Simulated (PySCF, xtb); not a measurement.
sulfuric acid (H2O4S), SMILES O=S(=O)(O)O. One conformer was computed; it need not be the lowest.

Harmonic wavenumbers (cm⁻¹) from GFN2-xTB in xtb at its own minimum, in rising order: 238, 251, 340, 386, 409, 484, 492, 742, 756, 861, 889, 1150, 1345, 3629, 3642.

Task: What does PBE-D3(BJ)/def2-SVP (PySCF) give at its own minimum? (The exact figures need the calculation; the answer reports its results.)

Result: 229, 307, 336, 404, 446, 486, 493, 749, 812, 1089, 1103, 1154, 1405, 3643, 3648. Paired by order, the mean absolute difference is 48 cm⁻¹ and the zero-point energies are 22.3 and 23.3 kcal/mol.
